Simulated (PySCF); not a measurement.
**UHF on Fe³⁺ (iron, charge +3)**

Configuration: [Ar] 3d5, high-spin 6S determinant. All numbers are calculated (PySCF 2.14, the non-relativistic Hamiltonian (point nucleus), in def2-QZVPPD).

| Property | Result |
| --- | --- |
| Total energy | -1260.616402 hartree |
| One-electron energy | -1710.2154 hartree |
| Hartree (Coulomb) energy | 503.3284 hartree |
| Exchange energy | -53.7294 hartree |
| Kinetic energy | 1260.56642 hartree |
| ⟨S²⟩ | 8.7512 |
| ⟨L²⟩ | 0.000 |
| Sum of ⟨r⟩ | 13.60 bohr |
| Sum of ⟨r²⟩ | 12.90 bohr² |
| Density at the nucleus (Gaussians lack the cusp) | 11800 bohr⁻³ |
| Spin density at the nucleus | -1.43 bohr⁻³ |
| Langevin diamagnetic susceptibility | -10.2 ×10⁻⁶ cm³/mol |

```csv
shell,electrons,mean orbital energy (hartree),"rms radius, mean of both spins (bohr)"
1s α,1,-262.76545,0.0685
1s β,1,-262.76291,0.0685
2s α,1,-33.42155,0.292
2s β,1,-33.25119,0.292
2p α,3,-28.90060,0.261
2p β,3,-28.73109,0.261
3s α,1,-5.75459,0.872
3s β,1,-5.28773,0.872
3p α,3,-4.36695,0.922
3p β,3,-3.80189,0.922
3d α,5,-2.07445,1.07
```

Spin-orbit constants ζ (cm⁻¹) from the X2C one-electron operator on these orbitals (non-relativistic here): bare nucleus, nucleus screened by l(l+1)(2l+1)/3 electrons, and screened by the Breit-Pauli mean field of the electrons.

| shell | bare | screened nucleus | mean field |
| --- | --- | --- | --- |
| 2p | 67920 | 62700 | n/a |
| 3p | 8469 | 7817 | n/a |
| 3d | 870.5 | 535.7 | n/a |
